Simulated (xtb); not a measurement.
Level of theory: GFN2-xTB in xtb.

```
xtb start.xyz --ohess tight --gfn 2 --chrg 0 --uhf 0 --iterations 400

# start.xyz
10

C      2.633717     0.347547     0.421781
C      1.528243    -0.078351     0.224843
Si    -0.197062    -0.742719    -0.082401
C     -1.500945     0.515320     0.293046
H      3.615935     0.723518     0.595919
H     -0.421216    -1.946600     0.757967
H     -0.319261    -1.166930    -1.500465
H     -2.500844     0.110917     0.108295
H     -1.381582     1.406959    -0.330111
H     -1.456984     0.830340     1.340148
```

Output:

```
[...]
             Fermi-level           -0.3017926 Eh           -8.2122 eV


         :::::::::::::::::::::::::::::::::::::::::::::::::::::
         ::                     SUMMARY                     ::
         :::::::::::::::::::::::::::::::::::::::::::::::::::::
         :: total energy             -11.122746243538 Eh    ::
         :: gradient norm              0.000214422573 Eh/a0 ::
         :: HOMO-LUMO gap              5.310845667190 eV    ::
         ::.................................................::
         :: SCC energy               -11.353462742346 Eh    ::
         :: -> isotropic ES            0.015633385601 Eh    ::
         :: -> anisotropic ES          0.001434686605 Eh    ::
         :: -> anisotropic XC          0.013290523502 Eh    ::
         :: -> dispersion             -0.005140122572 Eh    ::
         :: repulsion energy           0.230716498808 Eh    ::
         :: add. restraining           0.000000000000 Eh    ::
         :: total charge               0.000000000000 e     ::
         :::::::::::::::::::::::::::::::::::::::::::::::::::::

           -------------------------------------------------
          |                Numerical Hessian                |
           -------------------------------------------------
step length          :   0.00500
SCC accuracy         :   0.30000
Hessian scale factor :   1.00000
frozen atoms in %    :   0.00000    0
RMS gradient         :   0.00021
estimated CPU  time      0.00 min
estimated wall time      0.00 min

writing file <hessian>.

 projected vibrational frequencies (cm⁻¹)
eigval :       -0.00    -0.00     0.00     0.00     0.00     0.00
eigval :      119.81   121.35   214.60   278.89   463.01   563.14
eigval :      647.95   667.04   683.30   689.64   762.37   781.03
eigval :      833.47   844.11  1375.60  1490.87  1491.50  2205.00
eigval :     2208.21  2220.34  3033.25  3034.14  3038.53  3350.40
           -------------------------------------------------
          |                Property Printout                |
           -------------------------------------------------

    * Orbital Energies and Occupations

         #    Occupation            Energy/Eh            Energy/eV
      -------------------------------------------------------------
         1        2.0000           -0.7181599             -19.5421
         2        2.0000           -0.5972563             -16.2522
         3        2.0000           -0.5603097             -15.2468
         4        2.0000           -0.5088440             -13.8463
         5        2.0000           -0.4652573             -12.6603
         6        2.0000           -0.4650786             -12.6554
         7        2.0000           -0.4283239             -11.6553
         8        2.0000           -0.4232097             -11.5161
         9        2.0000           -0.4186951             -11.3933
        10        2.0000           -0.4092422             -11.1360
        11        2.0000           -0.3993775             -10.8676 (HOMO)
        12                         -0.2042075              -5.5568 (LUMO)
        13                         -0.2015141              -5.4835
        14                         -0.1669927              -4.5441
        15                         -0.1298418              -3.5332
        16                         -0.1086871              -2.9575
        17                         -0.0053125              -0.1446
        18                          0.0117392               0.3194
        19                          0.1225229               3.3340
        20                          0.1970573               5.3622
        21                          0.2302535               6.2655
        22                          0.2322890               6.3209
       ...                                ...                  ...
        27                          1.3625964              37.0781
      -------------------------------------------------------------
                  HL-Gap            0.1951700 Eh            5.3108 eV
             Fermi-level           -0.3017925 Eh           -8.2122 eV

     #   Z          covCN         q      C6AA      α(0)
     1   6 C        1.910    -0.080    33.307     9.320
     2   6 C        1.861    -0.125    34.629     9.505
     3  14 Si       3.591     0.462    99.178    19.136
     4   6 C        3.650    -0.192    24.656     7.133
     5   1 H        0.928     0.070     2.087     2.259
     6   1 H        0.917    -0.097     5.456     3.653
     7   1 H        0.917    -0.097     5.458     3.654
     8   1 H        0.925     0.016     2.799     2.616
     9   1 H        0.925     0.022     2.707     2.573
    10   1 H        0.925     0.022     2.708     2.573

 Mol. C6AA /au·bohr⁶  :       1403.344752
 Mol. C8AA /au·bohr⁸  :      44425.856522
 Mol. α(0) /au        :         62.423773

Wiberg/Mayer (AO) data.
largest (>0.10) Wiberg bond orders for each atom

 ---------------------------------------------------------------------------
     #   Z sym  total        # sym  WBO       # sym  WBO       # sym  WBO
 ---------------------------------------------------------------------------
     1   6 C    3.975 --     2 C    2.922     5 H    0.968
     2   6 C    3.944 --     1 C    2.922     3 Si   0.927
     3  14 Si   3.693 --     2 C    0.927     4 C    0.902     7 H    0.886
                             6 H    0.886
     4   6 C    3.977 --     8 H    0.993    10 H    0.991     9 H    0.991
                             3 Si   0.902
     5   1 H    0.995 --     1 C    0.968
     6   1 H    0.991 --     3 Si   0.886
     7   1 H    0.991 --     3 Si   0.886
     8   1 H    1.000 --     4 C    0.993
     9   1 H    1.000 --     4 C    0.991
    10   1 H    1.000 --     4 C    0.991
 ---------------------------------------------------------------------------

Topologies differ in total number of bonds
Writing topology from bond orders to xtbtopo.mol

molecular dipole:
                 x           y           z       tot (Debye)
 q only:        0.024      -0.150      -0.050
   full:       -0.134       0.069       0.019       0.387
molecular quadrupole (traceless):
                xx          xy          yy          xz          yz          zz
 q only:        0.110       0.961       0.118       0.362       0.092      -0.228
  q+dip:        3.676       3.313      -1.769       1.334       0.289      -1.907
   full:        2.330       1.673      -1.028       0.679       0.248      -1.302

           -------------------------------------------------
          |                Geometry Summary                 |
           -------------------------------------------------

      molecular mass/u    :       70.1653509
   center of mass at/Å    :        0.3271708      -0.1882784       0.1325506
  moments of inertia/u·Å² :        0.3612470E+02   0.1551004E+03   0.1822219E+03
rotational constants/cm⁻¹ :        0.4666511E+00   0.1086885E+00   0.9251155E-01
Molecule has the following symmetry elements: (sigma)
It seems to be the Cs point group

 * 7 selected distances

     #   Z          #   Z                                           value/Å
     1   6 C        2   6 C                                       1.2022623
     3  14 Si       4   6 C                                       1.8980389 (max)
     3  14 Si       6   1 H                                       1.4688758
     3  14 Si       7   1 H                                       1.4688727
     4   6 C        8   1 H                                       1.0867019
     4   6 C        9   1 H                                       1.0866709
     4   6 C       10   1 H                                       1.0866636 (min)

 * 4 distinct bonds (by element types)

   Z      Z             #   av. dist./Å        max./Å        min./Å
   1 H    6 C           3     1.0866788     1.0867019     1.0866636
   6 C    6 C           1     1.2022623     1.2022623     1.2022623
   1 H   14 Si          2     1.4688743     1.4688758     1.4688727
   6 C   14 Si          1     1.8980389     1.8980389     1.8980389

           -------------------------------------------------
          |               Frequency Printout                |
           -------------------------------------------------
 projected vibrational frequencies (cm⁻¹)
eigval :       -0.00    -0.00     0.00     0.00     0.00     0.00
eigval :      119.81   121.35   214.60   278.89   463.01   563.14
eigval :      647.95   667.04   683.30   689.64   762.37   781.03
eigval :      833.47   844.11  1375.60  1490.87  1491.50  2205.00
eigval :     2208.21  2220.34  3033.25  3034.14  3038.53  3350.40
 reduced masses (amu)
   1:  8.91   2: 13.03   3: 14.65   4: 15.78   5: 17.54   6: 17.51   7:  1.86   8: 11.52
   9:  9.66  10: 12.29  11:  5.66  12:  1.79  13: 12.80  14:  5.04  15:  2.84  16:  2.70
  17: 11.05  18:  6.85  19:  3.93  20:  6.38  21:  3.06  22:  1.60  23:  1.60  24:  2.15
  25: 10.75  26:  1.86  27:  1.94  28:  1.95  29:  1.29  30:  2.50
 IR intensities (km·mol⁻¹)
   1:  0.06   2:  0.00   3:  0.03   4:  0.01   5:  0.02   6:  0.00   7:  0.01   8:  0.14
   9:  1.69  10: 12.61  11: 75.65  12:  6.90  13: 10.30  14: 68.35  15: 38.47  16:106.89
  17: 59.30  18:277.03  19: 87.69  20:256.42  21:  6.27  22:  0.03  23:  0.06  24:491.91
  25: 58.64  26:177.19  27: 44.78  28: 40.40  29:  3.44  30:  3.00
 Raman intensities (Ä⁴*amu⁻¹)
   1:  0.00   2:  0.00   3:  0.00   4:  0.00   5:  0.00   6:  0.00   7:  0.00   8:  0.00
   9:  0.00  10:  0.00  11:  0.00  12:  0.00  13:  0.00  14:  0.00  15:  0.00  16:  0.00
  17:  0.00  18:  0.00  19:  0.00  20:  0.00  21:  0.00  22:  0.00  23:  0.00  24:  0.00
  25:  0.00  26:  0.00  27:  0.00  28:  0.00  29:  0.00  30:  0.00
 output can be read by thermo (or use thermo option).
 writing <g98.out> molden fake output.
 recommended (thermochemical) frequency scaling factor: 1.0
           -------------------------------------------------
          |             Thermodynamic Functions             |
           -------------------------------------------------

cs  symmetry found (for desy threshold:  0.10E+00) used in thermo

          ...................................................
          :                      SETUP                      :
          :.................................................:
          :  # frequencies                          24      :
          :  # imaginary freq.                       0      :
          :  linear?                             false      :
          :  only rotor calc.                    false      :
          :  symmetry                               cs      :
          :  rotational number                       1      :
          :  scaling factor                  1.0000000      :
          :  rotor cutoff                   50.0000000 cm⁻¹ :
          :  imag. cutoff                  -20.0000000 cm⁻¹ :
          :.................................................:

    mode    ω/cm⁻¹     T·S(HO)/kcal·mol⁻¹    T·S(FR)/kcal·mol⁻¹   T·S(vib)
   ------------------------------------------------------------------------
       1    119.81    -0.92530 ( 97.06%)    -0.79734 (  2.94%)    -0.92153
       2    121.35    -0.91792 ( 97.20%)    -0.79355 (  2.80%)    -0.91444
       3    214.60    -0.59756 ( 99.71%)    -0.62482 (  0.29%)    -0.59764
       4    278.89    -0.45928 ( 99.90%)    -0.54722 (  0.10%)    -0.45937
   ------------------------------------------------------------------------

   temp. (K)  partition function   enthalpy   heat capacity  entropy
                                   cal/mol     cal/K/mol   cal/K/mol   J/K/mol
 298.15  VIB   16.5                 2283.734     16.179     13.211
         ROT  0.772E+05              888.752      2.981     25.346
         INT  0.128E+07             3172.486     19.160     38.557
         TR   0.569E+27             1481.254      4.968     38.644
         TOT                        4653.7400    24.1284    77.2009   323.0085

       T/K    H(0)-H(T)+PV         H(T)/Eh          T*S/Eh         G(T)/Eh
   ------------------------------------------------------------------------
    298.15    0.741621E-02    0.783072E-01    0.366806E-01    0.416266E-01
   ------------------------------------------------------------------------

         :::::::::::::::::::::::::::::::::::::::::::::::::::::
         ::                  THERMODYNAMIC                  ::
         :::::::::::::::::::::::::::::::::::::::::::::::::::::
         :: total free energy         -11.081119652938 Eh   ::
         ::.................................................::
         :: total energy              -11.122746243535 Eh   ::
         :: zero point energy           0.070891016221 Eh   ::
         :: G(RRHO) w/o ZPVE           -0.029264425624 Eh   ::
         :: G(RRHO) contrib.            0.041626590597 Eh   ::
         :::::::::::::::::::::::::::::::::::::::::::::::::::::

optimized geometry written to: xtbopt.xyz

           -------------------------------------------------
          | TOTAL ENERGY              -11.122746243535 Eh   |
          | TOTAL ENTHALPY            -11.044439020586 Eh   |
          | TOTAL FREE ENERGY         -11.081119652938 Eh   |
          | GRADIENT NORM               0.000214478476 Eh/α |
          | HOMO-LUMO GAP               5.310845078053 eV   |
           -------------------------------------------------

------------------------------------------------------------------------
```

Cost: around 0.3 core-seconds (rough).
